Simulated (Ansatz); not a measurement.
# A ladder of methods for CH3FGeO (SMILES C[O][Ge][F])

CH3FGeO: 7 atoms, total charge 0, spin state singlet. SMILES: `C[O][Ge][F]`. The shape is that of a PBE0-D4/def2-TZVP optimisation. This is one conformer, not always the lowest.

```xyz
7

C    -0.5048    0.4915    0.3949
O     0.4124    0.6242   -0.6719
Ge    1.4417   -0.6107   -1.3984
F     0.9674   -1.9906   -0.4002
H    -0.5485   -0.5322    0.7738
H    -0.2080    1.1611    1.2066
H    -1.4987    0.7885    0.0497
```

Quantity: the electronic atomisation energy, in eV. The values are calculated. Electronic energies at fixed atoms, without zero-point motion or spin-orbit coupling.

```
                               level                   kind  program  value (eV)  less CCSD(T)/6-31G*  CPU time (all runs)
     HF/6-31G* (spherical functions)           Hartree–Fock   Ansatz       18.45                -6.13                2.8 s
   BLYP/6-31G* (spherical functions)                    GGA   Ansatz       27.09                +2.51                 11 s
 revPBE/6-31G* (spherical functions)                    GGA   Ansatz       26.57                +1.99                9.2 s
   PBE0/6-31G* (spherical functions)          global hybrid   Ansatz       26.63                +2.05                 10 s
 B2PLYP/6-31G* (spherical functions)          double hybrid   Ansatz       26.17                +1.59                 13 s
RPA@PBE/6-31G* (spherical functions)                    RPA   Ansatz       23.52                -1.06                 19 s
    MP2/6-31G* (spherical functions)    perturbation theory   Ansatz       25.25                +0.67                3.6 s
CCSD(T)/6-31G* (spherical functions)  coupled cluster or CI   Ansatz       24.58                 0.00                 22 s
```

Differences are taken from CCSD(T)/6-31G* (spherical functions) for orientation; it has basis-set and higher-order errors of its own. All-electron rows without a relativistic Hamiltonian named are non-relativistic. Correlated wave functions underbind in double-zeta sets. The values span 18.45 to 27.09 eV. In the correlated wave-function rows the outer d shell of Ge is correlated, in sets not made for it. In so small a basis fixed costs decide the times, and correlated methods can beat functionals. Times are those of the runs behind each value, whatever else they computed, on shared processors of several kinds: orders of magnitude only.
